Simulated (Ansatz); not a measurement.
Results of the Gaussian-basis code of Ansatz.

Basis-set series for BF2O (`[O]B(F)F`) radical. The species carries charge 0 and has multiplicity 2. All single points use the PBE0-D4/def2-TZVP geometry.

```json
{"functional": "PBE0-D4", "basis": "def2-TZVPP", "functions": "124", "energy (Eh)": "-299.67826", "HOMO (eV)": "-10.74", "LUMO (eV)": "-5.49"}
{"functional": "PBE0-D4", "basis": "def2-QZVPP", "functions": "228", "energy (Eh)": "-299.69407", "HOMO (eV)": "-10.78", "LUMO (eV)": "-5.52"}
{"functional": "ωB97M-V", "basis": "def2-TZVPP", "functions": "124", "energy (Eh)": "-299.90833", "HOMO (eV)": "-13.21", "LUMO (eV)": "-3.18"}
{"functional": "ωB97M-V", "basis": "def2-QZVPP", "functions": "228", "energy (Eh)": "-299.92313", "HOMO (eV)": "-13.25", "LUMO (eV)": "-3.22"}
```

Problem. Give the rows for def2-SVP. (Estimate.)

Solution. The calculation gave: 
```
functional     basis  functions  energy (Eh)  HOMO (eV)  LUMO (eV)
   PBE0-D4  def2-SVP         56   -299.31549     -10.52      -5.34
   ωB97M-V  def2-SVP         56   -299.53909     -12.97      -2.96
```

HOMO and LUMO are taken over both spins.
